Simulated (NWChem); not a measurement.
System: C3H10Si; SMILES C(C[SiH3])C

Output (shortened):

```
             Northwest Computational Chemistry Package (NWChem) 7.3.0
             --------------------------------------------------------

                             Geometry "geometry" -> ""
                             -------------------------

 Output coordinates in angstroms (scale by  1.889725989 to convert to a.u.)

  No.       Tag          Charge          X              Y              Z
 ---- ---------------- ---------- -------------- -------------- --------------
    1 Si                  14.0000     0.06583900     1.78013500    -0.00071300
    2 C                    6.0000    -0.58701200     0.00948500    -0.00121000
    3 C                    6.0000     0.49377800    -1.07212800     0.00151300
    4 C                    6.0000    -0.06724900    -2.48710000     0.00043400
    5 H                    1.0000    -1.06552400     2.75945100    -0.00371000
    6 H                    1.0000     0.91162400     2.03219300    -1.21046300
    7 H                    1.0000     0.90652300     2.03368100     1.21226900
    8 H                    1.0000    -1.24248800    -0.10817800    -0.88310700
    9 H                    1.0000    -1.24648600    -0.10759800     0.87778100
   10 H                    1.0000     1.15108100    -0.93862000    -0.87590600
   11 H                    1.0000     1.14691000    -0.93838500     0.88198800
   12 H                    1.0000    -0.69555100    -2.66776300     0.88758100
   13 H                    1.0000     0.73505800    -3.24117000     0.00102100
   14 H                    1.0000    -0.69370800    -2.66708800    -0.88816600

 Effective nuclear repulsion energy (a.u.)     166.8147517698

  xc_inp: hfexch multiplicative factor not found.
                              NWChem Property Module
                              ----------------------

  itol2e modified to match energy
  convergence criterion.

                                 NWChem DFT Module
                                 -----------------

 Summary of "ao basis" -> "ao basis" (spherical)
 ------------------------------------------------------------------------------
       Tag                 Description            Shells   Functions and Types
 ---------------- ------------------------------  ------  ---------------------
 Si                          sto-3g                  5        9   3s2p
 C                           sto-3g                  3        5   2s1p
 H                           sto-3g                  1        1   1s

  itol2e modified to match energy
  convergence criterion.

            General Information
            -------------------
          SCF calculation type: DFT
          Wavefunction type:  closed shell.
          No. of atoms     :    14
          No. of electrons :    42
           Alpha electrons :    21
            Beta electrons :    21
          Charge           :     0
          Spin multiplicity:     1
          Use of symmetry is: off; symmetry adaption is: off
          Maximum number of iterations: 150
          AO basis - number of functions:    34
                     number of shells:    24
          Convergence on energy requested:  1.00D-07
          Convergence on density requested:  1.00D-05
          Convergence on gradient requested:  5.00D-04

              XC Information
              --------------
                     Hartree-Fock (Exact) Exchange  1.000

      Superposition of Atomic Density Guess
      -------------------------------------

 Sum of atomic energies:        -401.65150721

      Non-variational initial energy
      ------------------------------

 Total energy =    -402.126903
 1-e energy   =    -889.707869
 2-e energy   =     320.766215
 HOMO         =      -0.171852
 LUMO         =       0.443772

   convergence    iter        energy       DeltaE   RMS-Dens  Diis-err
 ---------------- ----- ----------------- --------- --------- ---------
 d= 0,ls=0.0,diis     1   -403.6309205991 -5.70D+02  1.28D-02  1.11D-01
 d= 0,ls=0.0,diis     2   -403.6561736273 -2.53D-02  3.52D-03  6.92D-03
 d= 0,ls=0.0,diis     3   -403.6576706781 -1.50D-03  5.54D-04  1.78D-04
 d= 0,ls=0.0,diis     4   -403.6577092838 -3.86D-05  4.36D-05  1.92D-06
 d= 0,ls=0.0,diis     5   -403.6577095994 -3.16D-07  1.03D-05  5.61D-08
 d= 0,ls=0.0,diis     6   -403.6577096149 -1.55D-08  2.05D-06  2.92D-09

         Total DFT energy =     -403.657709614872
      One electron energy =     -888.064180135345
           Coulomb energy =      357.215468658788
    Exchange-Corr. energy =      -39.623749908141
 Nuclear repulsion energy =      166.814751769827

 Numeric. integr. density =        0.000000000000

                       DFT Final Molecular Orbital Analysis
                       ------------------------------------

 Vector   19  Occ=2.000000D+00  E=-4.023047D-01
              MO Center= -2.0D-01,  1.7D+00, -2.6D-03, r^2= 3.6D+00
   Bfn.  Coefficient  Atom+Function         Bfn.  Coefficient  Atom+Function
  ----- ------------  ---------------      ----- ------------  ---------------
    25      0.521359   5 H  s                 7     -0.386041   1 Si px
    26     -0.279387   6 H  s                27     -0.277788   7 H  s
    12      0.232366   2 C  px               17     -0.174118   3 C  px
     3      0.161614   1 Si px               18      0.141219   3 C  py
    29     -0.117877   9 H  s                28     -0.117272   8 H  s

 Vector   20  Occ=2.000000D+00  E=-4.020713D-01
              MO Center=  4.5D-01,  1.6D+00,  1.3D-03, r^2= 2.8D+00
   Bfn.  Coefficient  Atom+Function         Bfn.  Coefficient  Atom+Function
  ----- ------------  ---------------      ----- ------------  ---------------
    26      0.475976   6 H  s                27     -0.476840   7 H  s
     9     -0.413077   1 Si pz               14      0.209702   2 C  pz
    28     -0.188835   8 H  s                29      0.188457   9 H  s
     5      0.172972   1 Si pz               30      0.088025  10 H  s
    31     -0.088281  11 H  s                19     -0.078801   3 C  pz

 Vector   21  Occ=2.000000D+00  E=-3.637834D-01
              MO Center= -2.1D-01,  3.1D-01, -6.5D-04, r^2= 3.2D+00
   Bfn.  Coefficient  Atom+Function         Bfn.  Coefficient  Atom+Function
  ----- ------------  ---------------      ----- ------------  ---------------
    13      0.517313   2 C  py                8     -0.397681   1 Si py
    23      0.269120   4 C  py               18     -0.250315   3 C  py
    12      0.212676   2 C  px               25     -0.184486   5 H  s
     4      0.164493   1 Si py               26     -0.148044   6 H  s
    27     -0.148159   7 H  s                28     -0.145700   8 H  s

[...]

          -----------------------------------------
          Chemical Shielding Tensors (GIAO, in ppm)
          -----------------------------------------

                                NWChem CPHF Module
                                ------------------

  scftype          =     RHF
  nclosed          =       21
  nopen            =        0
  variables        =      273
  # of vectors     =        3
  tolerance        = 0.10D-03
  level shift      = 0.00D+00
  max iterations   =       50
  max subspace     =       30

 SCF residual:    1.7227045811377054E-005

Iterative solution of linear equations
  No. of variables      273
  No. of equations        3
  Maximum subspace       30
        Iterations       50
       Convergence  1.0D-04

   iter   nsub   residual    time
   ----  ------  --------  ---------
     1      3    1.61D+00       6.9
     2      6    6.96D-02       7.3
     3      9    9.67D-03       7.7
     4     12    1.32D-03       8.2
     5     15    1.31D-04       8.6
     6     18    1.51D-05       8.9

      Atom:    1  Si
        Diamagnetic
    866.2749      1.1893      0.0006
      1.1893    872.3107     -0.0006
      0.0006     -0.0006    865.6931

        Paramagnetic
   -251.4937     15.5794     -0.0095
     15.5794   -214.0363      0.0061
     -0.0095      0.0061   -253.3752

        Total Shielding Tensor
    614.7812     16.7688     -0.0089
     16.7688    658.2744      0.0055
     -0.0089      0.0055    612.3179

           isotropic =     628.4578
          anisotropy =      53.2965

          Principal Components and Axis System
                 1           2           3
              663.9888    612.3179    609.0667

      1         0.3226     -0.0030      0.9465
      2         0.9465      0.0010     -0.3226
      3         0.0000      1.0000      0.0031

      Atom:    2  C
        Diamagnetic
    244.8357     -2.0012      0.0122
     -2.0012    254.8551     -0.0110
      0.0122     -0.0110    239.2361

        Paramagnetic
     -2.9898    -12.6476      0.0178
    -12.6476    -18.9741     -0.0097
      0.0178     -0.0097     -6.1327

        Total Shielding Tensor
    241.8459    -14.6488      0.0301
    -14.6488    235.8810     -0.0206
      0.0301     -0.0206    233.1034

           isotropic =     236.9434
          anisotropy =      25.3041

          Principal Components and Axis System
                 1           2           3
              253.8128    233.1033    223.9141

      1         0.7744     -0.0011      0.6327
      2        -0.6327      0.0014      0.7744
      3         0.0018      1.0000     -0.0003

      Atom:    3  C
        Diamagnetic
    243.8073     -1.7606      0.0145
     -1.7606    253.9546     -0.0079
      0.0145     -0.0079    237.8225

        Paramagnetic
    -25.1988     -1.2566      0.0039
     -1.2566    -23.9628     -0.0034
      0.0039     -0.0034    -29.3659

        Total Shielding Tensor
    218.6084     -3.0172      0.0184
     -3.0172    229.9918     -0.0113
      0.0184     -0.0113    208.4566

           isotropic =     219.0190
          anisotropy =      17.5847

          Principal Components and Axis System
                 1           2           3
              230.7421    217.8582    208.4566

      1        -0.2413      0.9704     -0.0017
      2         0.9704      0.2413      0.0003
      3        -0.0007      0.0016      1.0000

      Atom:    4  C
        Diamagnetic
    243.1253      2.5400      0.0030
      2.5400    253.5298      0.0038
      0.0030      0.0038    241.6484

        Paramagnetic
    -25.8896      2.1577      0.0163
      2.1577    -17.4599      0.0047
      0.0163      0.0047    -26.8280

        Total Shielding Tensor
    217.2357      4.6977      0.0193
      4.6977    236.0699      0.0086
      0.0193      0.0086    214.8204

           isotropic =     222.7087
          anisotropy =      21.7020

          Principal Components and Axis System
                 1           2           3
              237.1766    216.1292    214.8201

      1         0.2293      0.9733     -0.0126
      2         0.9734     -0.2293      0.0024
      3         0.0006      0.0128      0.9999

      Atom:    5  H
        Diamagnetic
     33.5711     -6.1494      0.0176
     -6.1494     34.9145     -0.0174
      0.0176     -0.0174     26.9679

        Paramagnetic
     -1.1609      1.4857     -0.0049
      1.4857     -0.1320      0.0037
     -0.0049      0.0037      0.7979

        Total Shielding Tensor
     32.4102     -4.6637      0.0127
     -4.6637     34.7825     -0.0137
      0.0127     -0.0137     27.7658

           isotropic =      31.6529
          anisotropy =      10.1336

          Principal Components and Axis System
                 1           2           3
               38.4086     28.7842     27.7658

      1        -0.6138      0.7895     -0.0023
      2         0.7895      0.6138      0.0004
      3        -0.0018      0.0016      1.0000

      Atom:    6  H
        Diamagnetic
     30.8898      2.0999     -5.6909
      2.0999     29.9753     -2.6746
     -5.6909     -2.6746     34.6164

        Paramagnetic
     -0.0790     -0.1742      1.4853
     -0.1742      0.9459      0.2036
      1.4853      0.2036     -1.2440

        Total Shielding Tensor
     30.8108      1.9257     -4.2056
      1.9257     30.9212     -2.4710
     -4.2056     -2.4710     33.3724

           isotropic =      31.7015
          anisotropy =       9.2896

          Principal Components and Axis System
                 1           2           3
               37.8945     29.5173     27.6925

      1        -0.5455     -0.2130      0.8106
      2        -0.4097      0.9115     -0.0362
      3         0.7312      0.3519      0.5845

      Atom:    7  H
        Diamagnetic
     31.7201      0.6012      7.9151
      0.6012     29.4882      1.1578
      7.9151      1.1578     32.5061

        Paramagnetic
      2.0380     -0.4850     -0.4273
     -0.4850      1.9422     -0.5594
     -0.4273     -0.5594      1.6362

        Total Shielding Tensor
     33.7581      0.1162      7.4878
      0.1162     31.4304      0.5984
      7.4878      0.5984     34.1423

           isotropic =      33.1102
          anisotropy =      12.5341

          Principal Components and Axis System
                 1           2           3
               41.4663     31.4269     26.4375

      1         0.6963     -0.0834      0.7129
      2         0.0508      0.9965      0.0671
      3         0.7160      0.0105     -0.6980

      Atom:    8  H
        Diamagnetic
     31.7261      0.1252     -7.8947
      0.1252     29.4962     -0.8585
     -7.8947     -0.8585     32.1479

        Paramagnetic
      1.7066     -0.0893      0.8809
     -0.0893      2.0733      0.2116
      0.8809      0.2116      0.5222

        Total Shielding Tensor
     33.4326      0.0358     -7.0139
      0.0358     31.5695     -0.6470
     -7.0139     -0.6470     32.6701

           isotropic =      32.5574
          anisotropy =      11.3163

          Principal Components and Axis System
                 1           2           3
               40.1016     31.5791     25.9915

      1         0.7237     -0.0949      0.6835
      2         0.0552      0.9953      0.0798
      3        -0.6879     -0.0200      0.7256

      Atom:    9  H
        Diamagnetic
     29.6192      2.7308     -6.3612
      2.7308     30.0814     -3.4109
     -6.3612     -3.4109     33.1960

        Paramagnetic
      1.3675     -0.1435      1.2344
     -0.1435      2.2318      0.0577
      1.2344      0.0577      0.6173

        Total Shielding Tensor
     30.9867      2.5873     -5.1268
      2.5873     32.3132     -3.3532
     -5.1268     -3.3532     33.8132

           isotropic =      32.3710
          anisotropy =      11.5028

          Principal Components and Axis System
                 1           2           3
               40.0395     29.9918     27.0818

      1        -0.5321     -0.2849      0.7973
      2        -0.4807      0.8769     -0.0075
      3         0.6970      0.3872      0.6035

      Atom:   10  H
        Diamagnetic
     31.6645     -6.8136      0.0047
     -6.8136     36.2275     -0.0045
      0.0047     -0.0045     24.9950

        Paramagnetic
      0.5514      1.0880     -0.0008
      1.0880      1.4510      0.0003
     -0.0008      0.0003      1.8266

        Total Shielding Tensor
     32.2159     -5.7257      0.0039
     -5.7257     37.6784     -0.0041
      0.0039     -0.0041     26.8216

           isotropic =      32.2387
          anisotropy =      13.5784

          Principal Components and Axis System
                 1           2           3
               41.2909     28.6034     26.8216

      1        -0.5336      0.8457     -0.0007
      2         0.8457      0.5336      0.0000
      3        -0.0004      0.0006      1.0000
```

Level: Hartree-Fock/STO-3G, GIAO. STO-3G and 3-21G are far too small for this property and stand as cheap habits. All runs use the structure optimised with PBE0/def2-SVP. No frequency run checked for a minimum. The output numbers the shielded atoms by their place in the input's list. The printed shielding anisotropy is the first printed principal value minus the mean of the other two.

Task: Write an input that gives this output.

Result: One answer among several that fit: the input that was run:
```
start job
memory heap 200 mb stack 900 mb global 1100 mb
geometry units angstroms noautosym nocenter noautoz
  Si     0.065839     1.780135    -0.000713
  C     -0.587012     0.009485    -0.001210
  C      0.493778    -1.072128     0.001513
  C     -0.067249    -2.487100     0.000434
  H     -1.065524     2.759451    -0.003710
  H      0.911624     2.032193    -1.210463
  H      0.906523     2.033681     1.212269
  H     -1.242488    -0.108178    -0.883107
  H     -1.246486    -0.107598     0.877781
  H      1.151081    -0.938620    -0.875906
  H      1.146910    -0.938385     0.881988
  H     -0.695551    -2.667763     0.887581
  H      0.735058    -3.241170     0.001021
  H     -0.693708    -2.667088    -0.888166
end
basis spherical
  * library sto-3g
end
dft
  xc hfexch
  iterations 150
end
property
  shielding 10 1 2 3 4 5 6 8 10 12 13
end
task dft property
```
